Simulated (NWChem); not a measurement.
Molecule: C4H3Br; SMILES C#CC(=C)Br

This build's default masses of Se (78.918 u) and Br (79.917 u) are each other's, which moves their modes by up to 0.6 %.

**Question.** Give the equilibrium geometry at PBE0/def2-SVP (NWChem) as a Z-matrix, with the point group.

**Answer.** point group Cs; any orientation.
```
C
C 1 1.3388
H 2 1.0911 1 121.49
H 2 1.0924 3 118.98 1 -180.00
C 1 1.4202 2 125.07 3 179.98
C 5 1.2132 2 154.12 3 179.94
H 6 1.0747 2 162.46 3 179.90
Br 1 1.9015 2 120.33 3 -0.01
```
